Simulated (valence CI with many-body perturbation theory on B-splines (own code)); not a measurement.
**Energy levels of P⁺**

Level of theory: relativistic CI+MBPT: four valence electrons over a frozen Dirac-Fock core [Ne], radial functions for each j: 9 s, 9 p, 8 d, 6 f, 3 g, 1 h, with the one-electron correlation potential Σ1, the two-electron term Σ2, the three-electron term Σ3, Breit, model QED; selected CI, second order for the rest, scaled by the run's own slope (own B-spline code, finite nucleus).

Set against measurement, 24 paired levels are off by 40 cm⁻¹ on average, the worst by 202. These come from a selection out of the NIST Handbook of Basic Atomic Spectroscopic Data. Levels without a partner in it may be off by more. Among the levels kept, up to 540 cm⁻¹ of a level comes from second order outside the variational space, and about a tenth of that is noise between levels of different J, which matters for small intervals.

Levels 1 to 37 of 37, with energies above the lowest level, 3s²3p² ³P_0. "Leading %" is the weight of the configuration and term that name the level; weights of strongly mixed levels are sums over their largest components and can fall short, so below about 35 % the name and the second component can differ from the true leading terms, or belong to a minority configuration. In the jj column 3d3/2^4 stands for four electrons in 3d with j = 3/2. Lifetimes count E1, E2, E3, M1 and M2 decay at the calculated energies, and are blank where another channel may lead or the interval is too uncertain; long ones can be off by a factor of two.

```
No.  Configuration  Term  J  E (cm⁻¹)  Leading %  Lifetime      g               Leading jj
  1         3s²3p²    ³P  0       0.0         94                       3s^2 3p1/2^2 (64 %)
  2         3s²3p²    ³P  1       164         94   12500 s  1.501  3s^2 3p1/2 3p3/2 (94 %)
  3         3s²3p²    ³P  2       469         94    2590 s  1.501      3s^2 3p3/2^2 (60 %)
  4         3s²3p²    ¹D  2      8958         93    44.7 s  1.000  3s^2 3p1/2 3p3/2 (60 %)
  5         3s²3p²    ¹S  0     21738         91    572 ms             3s^2 3p3/2^2 (62 %)
  6          3s3p³   ⁵S°  2     45495         97    171 μs  2.002  3s 3p1/2 3p3/2^2 (54 %)
  7          3s3p³   ³D°  1     65156         76   91.1 ns  0.499  3s 3p1/2 3p3/2^2 (34 %)
  8          3s3p³   ³D°  2     65177         76   93.0 ns  1.167  3s 3p1/2 3p3/2^2 (51 %)
  9          3s3p³   ³D°  3     65211         76   96.7 ns  1.334  3s 3p1/2 3p3/2^2 (76 %)
 10          3s3p³   ³P°  2     76749         67   14.3 ns  1.482  3s 3p1/2^2 3p3/2 (36 %)
 11          3s3p³   ³P°  1     76799         70   13.0 ns  1.501  3s 3p1/2 3p3/2^2 (47 %)
 12          3s3p³   ³P°  0     76806         70   12.7 ns         3s 3p1/2 3p3/2^2 (70 %)
 13        3s²3p3d   ¹D°  2     77653         61    160 ns  1.019  3s^2 3p3/2 3d5/2 (35 %)
 14        3s²3p4s   ³P°  0     86610         91    810 ps            3s^2 3p1/2 4s (91 %)
 15        3s²3p4s   ³P°  1     86759         90    805 ps  1.494     3s^2 3p1/2 4s (70 %)
 16        3s²3p4s   ³P°  2     87138         91    798 ps  1.501     3s^2 3p3/2 4s (91 %)
 17        3s²3p3d   ³F°  2     87843         91   3.03 μs  0.666  3s^2 3p1/2 3d3/2 (68 %)
 18        3s²3p3d   ³F°  3     88006         91   1.37 μs  1.083  3s^2 3p3/2 3d3/2 (48 %)
 19        3s²3p3d   ³F°  4     88226         91            1.250  3s^2 3p3/2 3d5/2 (91 %)
 20        3s²3p4s   ¹P°  1     88921         89    677 ps  1.007     3s^2 3p3/2 4s (70 %)
 21        3s²3p4p    ¹P  1    101625         89   11.6 ns  0.994  3s^2 3p3/2 4p3/2 (42 %)
 22        3s²3p3d   ¹P°  1    102968         65    470 ps  0.999  3s^2 3p1/2 3d3/2 (33 %)
 23        3s²3p4p    ³D  1    103170         90   9.99 ns  0.509  3s^2 3p1/2 4p1/2 (58 %)
 24        3s²3p4p    ³D  2    103346         91   9.94 ns  1.168  3s^2 3p1/2 4p3/2 (52 %)
 25        3s²3p4p    ³D  3    103671         91   9.91 ns  1.334  3s^2 3p3/2 4p3/2 (91 %)
 26        3s²3p3d   ³P°  2    103717         48    221 ps  1.400  3s^2 3p1/2 3d5/2 (58 %)
 27        3s²3p3d   ³P°  1    103840         35    207 ps  1.019  3s^2 3p3/2 3d5/2 (37 %)
 28        3s²3p3d   ³P°  0    104023         69    253 ps         3s^2 3p3/2 3d3/2 (69 %)
 29        3s²3p3d   ³D°  3    104119         74    169 ps  1.333  3s^2 3p3/2 3d5/2 (50 %)
 30        3s²3p3d   ³D°  1    104132         38    200 ps  0.983  3s^2 3p3/2 3d3/2 (66 %)
 31        3s²3p3d   ³D°  2    104180         52    187 ps  1.267  3s^2 3p3/2 3d3/2 (43 %)
 32        3s²3p4p    ³P  0    105190         91   6.63 ns         3s^2 3p1/2 4p1/2 (64 %)
 33        3s²3p4p    ³P  1    105278         85   6.68 ns  1.529  3s^2 3p1/2 4p3/2 (57 %)
 34        3s²3p4p    ³P  2    105524         90   6.66 ns  1.498  3s^2 3p3/2 4p3/2 (56 %)
 35        3s²3p4p    ³S  1    106006         86   7.54 ns  1.970  3s^2 3p3/2 4p1/2 (44 %)
 36        3s²3p3d   ¹F°  3    107544         84    212 ps  1.000  3s^2 3p3/2 3d3/2 (33 %)
 37        3s²3p4p    ¹D  2    107928         90   8.61 ns  1.002  3s^2 3p3/2 4p3/2 (35 %)
```

Names give the largest LS component (configuration and term), which can be under half, so a name can repeat, a term be missing and a line seem to break the LS rules; names also repeat where a configuration has a term twice.

Where two levels of one J and parity lie close, their mixing, g and order are uncertain.

The ionisation energy to 3s²3p ²P°1/2 of the next ion comes out as 19.764 eV (NIST: 19.7695 eV (semi-empirical)). All 37 levels together are meant to be complete up to 108310 cm⁻¹.
